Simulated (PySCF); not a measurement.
**Computed structure and properties of [Sm(H2O)]3+**

System: [Sm(H2O)]3+ (singlet in the valence; each metal's 4f electrons, 5 of them, lie in its core potential, out of spins and levels); start: template (C2v). Method: PySCF 2.14.0, RKS PBE0, Sm lcecp-1-SVP with ECP51, O def2-SVP, H def2-SVP; non-relativistic Hamiltonian with scalar-relativistic core potentials where named; density fitting; no spin-orbit coupling.

Input of the relaxation:

```python
mol = gto.M(atom='''
Sm     0.00000     0.00000    -0.27170
O      0.00000     0.00000     2.22580
H      0.77000    -0.00000     2.81580
H     -0.77000     0.00000     2.81580''',
    basis={'Sm': 'lcecp-1-SVP', 'O': 'def2-SVP', 'H': 'def2-SVP'},
    ecp={'Sm': 'lcecp-1-SVP'},
    charge=3, spin=0)
mf = dft.RKS(mol, xc='PBE0')
mf.grids.atom_grid = (50, 194)  # f atoms: unpruned, at least (60, 302)
mf = mf.density_fit()  # fitting sets: Sm AutoAux, O def2-universal-JKFIT, H def2-universal-JKFIT
mf.conv_tol = 1e-08; mf.max_cycle = 55
mf.kernel(dm0)  # dm0: converged density of the start geometry
# quasi-Newton relaxation in Cartesian coordinates to a largest gradient under 0.00045 Eh/bohr, steps kept in the point group
```

Run from Python with OMP_NUM_THREADS=2; the lines above give its settings. Where DIIS fails, smearing, a level shift and second-order steps follow.
It took 11 s on 2 threads of Intel(R) Xeon(R) Platinum 8259CL CPU @ 2.50GHz (Skylake/Cascade Lake) (shared host), from the converged density of the start.

Course of the relaxation:

```
step  energy above end (eV)  largest force component within the symmetry (eV/Å)
   0                 0.3244                                               3.080
   1                 0.1551                                               1.518
   2                 0.0189                                               1.306
   3                 0.0037                                               0.220
   4                 0.0003                                               0.064
   5                 0.0000                                               0.002
```

Relaxed geometry (C2v):

```xyz
4

Sm    0.0000    0.0000   -0.0905
O     0.0000    0.0000    2.1396
H     0.7788    0.0000    2.7683
H    -0.7788    0.0000    2.7683
```

```json
{"contact": "Sm1–O2 (H2O)", "Å": "2.230"}
```

On the finer grid (75, 302):

```
HOMO                                                          : -27.86 eV
LUMO                                                          : -20.46 eV
Dipole about the centre of mass                               : 2.96 D
Set of Mulliken populations of Sm1 outside the core potential : s 2.04, p 6.04, d 0.32, f 0.02
D3(BJ) dispersion energy (not in the energies)                : -0.066 eV
```

| atom | Mulliken (e) | Löwdin (e) | spin (e) |
| --- | --- | --- | --- |
| Sm1 | 2.57 | 2.47 | 0.00 |
| O2 | -0.31 | 0.05 | 0.00 |
| H3 | 0.37 | 0.24 | 0.00 |
| H4 | 0.37 | 0.24 | 0.00 |

The 4f levels lie in the core potential and are missing. Their spin isn't counted.

On the grid (50, 194), as all that follows. Harmonic modes: a minimum; lowest 457 cm⁻¹ (negative: unstable), highest 3426 cm⁻¹, zero-point energy 0.643 eV.

Taking off one H2O (charge 0, singlet; the rest: singlet) in vacuum, both parts rigid, costs 4.93 eV; the small basis without counterpoise inflates it. Parting with an electron moved from the ligand to the metal can be far cheaper, even downhill.

Rigid scan of H2O along the line from its metal:

```tsv
distance to O2 (Å)	energy (eV)
1.93	0.877
2.03	0.334
2.13	0.072
2.23	0.000
2.33	0.054
2.43	0.189
2.63	0.585
```

One start shape was tried, so this needn't be the lowest isomer.

An lcecp potential fixes the number of 4f electrons, so in runs with it no electron can move into or out of that shell.
